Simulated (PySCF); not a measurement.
**Running PySCF for Ca²⁺**

The script input.py:

```python
from pyscf import gto, scf

mol = gto.M(
    atom='Ca 0 0 0',
    basis='sapporo-dkh3-dzp-2012',
    charge=2,
    spin=0,
    symmetry=True,
    verbose=3,
)
mf = scf.UHF(mol)
mf = mf.sfx2c1e()
mf.kernel()
mf.dip_moment()
print('orbital energies (hartree):', [e[max(0, n-3):n+3].round(4) for e, n in zip(mf.mo_energy, mol.nelec)])
```

```bash
$ OMP_NUM_THREADS=1 python input.py
```

Output:

```
converged SCF energy = -679.008940228246  <S^2> = -1.9539925e-14  2S+1 = 1
Dipole moment(X, Y, Z, Debye):  0.00000, -0.00000,  0.00000
orbital energies (hartree): [array([-1.8772, -1.8772, -1.8772, -0.4165, -0.307 , -0.307 ]), array([-1.8772, -1.8772, -1.8772, -0.4165, -0.307 , -0.307 ])]
```

In short: E(SCF) = -679.008940 Eh.

It ran on Arm Neoverse V1 (1 thread, shared host) in 0.82 s, peak memory 0.11 GiB.

No search for the lowest solution was made.
